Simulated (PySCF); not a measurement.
Stick spectrum of a doublet radical in fast tumbling, microwave frequency 9.589 GHz, simulated to first order from computed parameters.

```
   330.84    1 ##############################
   330.96    1 ##############################
   333.32    1 ##############################
   333.44    1 ##############################
   336.76    1 ##############################
   336.88    1 ##############################
   339.24    1 ##############################
   339.36    1 ##############################
   344.51    1 ##############################
   344.63    1 ##############################
   346.99    1 ##############################
   347.11    1 ##############################
   350.43    1 ##############################
   350.55    1 ##############################
   352.91    1 ##############################
   353.03    1 ##############################
```
Columns: field (mT), relative intensity.

Question: Find the g value from the centre of the pattern.

Answer: The pattern is symmetric about 341.93 mT, so g = hν/(μB·B0) = 9589/(13.99624 × 341.93) ≈ 2.0036, a shift of +1.3 × 10⁻³ from the free-electron value.

Question: Take the pattern apart into splittings.

Answer: The first two lines at either end are about 0.11 mT apart, which is the smallest coupling, and their intensity ratio 1:1 counts the nuclei that share it. In full: a 1:1 doublet of 13.67 mT (383 MHz), from 1 nucleus of spin 1/2; a 1:1 doublet of 5.92 mT (166 MHz), from 1 nucleus of spin 1/2; a 1:1 doublet of 2.48 mT (69 MHz), from 1 nucleus of spin 1/2; a 1:1 doublet of 0.11 mT (3 MHz), from 1 nucleus of spin 1/2. Check: Σ 2nI·a is the distance from the first to the last line, 22.18 mT.

Question: The radical has the formula C4H3F2S. Propose a structure, and say which nuclei carry the couplings.

Answer: The pattern alone needn't single out one isomer; the structure behind this simulation is `F[C]1SC=C[C@H]1F` [radical], numbered [F:1][C:2]1[S:3][CH:4]=[CH:5][C@H:6]1[F:7] (hydrogens: H8 on C4; H9 on C5; H10 on C6). 13.67 mT: 19F at F7 (2 bonds from C2; computed sign +); 5.92 mT: 19F at F1 (1 bond from C2; computed sign +); 2.48 mT: 1H at H10 (β, 2 bonds from C2; computed sign +); 0.11 mT: 1H at H9 (γ, 3 bonds from C2; computed sign −). The Mulliken spin populations are largest on C2 (+0.73), S3 (+0.08) and C5 (+0.06). No atom but C2 exceeds +0.15. The angles at C2 add up to 355.9°, so it is nearly planar.

Computed with UKS B3LYP, pcH-1 on C F H S, non-relativistic, mean-field spin-orbit, GIAO in PySCF. Geometry: GFN2-xTB; no solvent, vibrations or thermal averaging. A GFN2-xTB geometry isn't a minimum of the functional, and hyperfine couplings can be far from their values at a DFT geometry. The SCF solution wasn't tested for stability.

First-order positions only. To second order lines move to lower field by a²/(2B0)·[J(J+1) − M²], with J the total spin of the equivalent nuclei and M its projection: up to 0.14 mT for the 13.67 mT coupling at this field.

Rare isotopes and splittings under 0.04 mT were left out of the simulation.
